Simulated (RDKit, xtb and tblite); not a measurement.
Relaxed torsion scan: SMILES O=C(O)c1ccccc1[SiH3] (C7H8O2Si), singlet. Scanned: dihedral O1–C2–O3–H11 and dihedral O1–C2–C4–C5; all other coordinates were relaxed at GFN2-xTB. Points at φ and −φ are mirror images. Heavy atoms are numbered in the order of the SMILES O=C(O)c1ccccc1[SiH3], hydrogens after them in the order of the atoms that carry them; the mirror image has the same energies with the sign of each dihedral reversed.

- GFN2-xTB (xtb and tblite)
- MMFF94 // GFN2-xTB (RDKit)
- UFF // GFN2-xTB (RDKit)

Energies in kcal/mol at chosen points (x: dihedral O1–C2–O3–H11 (°); y: dihedral O1–C2–C4–C5 (°)), relative to x = 180, y = -60:

| method | (180, -60) | (-90, 60) | (-150, 180) | (150, -150) | (30, 30) | (60, -60) | (-150, 0) |
|---|---|---|---|---|---|---|---|
| GFN2-xTB | 0.0 | 6.4 | -3.7 | -2.1 | -6.0 | 2.6 | 2.9 |
| MMFF94 | 0.0 | 10.7 | 19.4 | 15.4 | -0.2 | 5.1 | 11.8 |
| UFF | 0.0 | 12.7 | 34.6 | 22.7 | 7.3 | 9.3 | 15.4 |

MMFF94 has few fitted parameters for silicon.
